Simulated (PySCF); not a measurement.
Molecule: SMILES C/C([SiH3])=C/F, C$_{3}$H$_{7}$FSi.

Structure with atom numbers: `[CH3:1]/[C:2]([SiH3:3])=[CH:4]/[F:5]`. Each H is labelled by its parent atom.

Geometry PBE0-D3(BJ)/def2-SVP throughout; GIAO in PySCF 2.14, gas phase, one conformer, non-relativistic; equivalent atoms averaged; basis pcSseg-2.

For orientation, B97-2 gives these absolute shieldings σ: C4 18.2, C2 70.1, C1 165.1, Si3 423.0, F5 275.6, H(C4) 24.29, H(Si3) 27.25, H(C1) 29.59 ppm.

A run gave: C4 10.6, C2 61.6, C1 160.9, Si3 405.2, F5 273.9, H(C4) 24.27, H(Si3) 27.25, H(C1) 29.60 ppm (absolute shieldings σ).

**Question.** Which functional was used in that run?
A. B3LYP
B. KT3
C. LDA
D. OPBE
E. mPW1PW91

**Answer.** A. Si3 tells them apart best: B3LYP gives 405.2, OPBE gives 430.0, mPW1PW91 gives 417.0, LDA gives 392.8, KT3 gives 435.6 ppm.
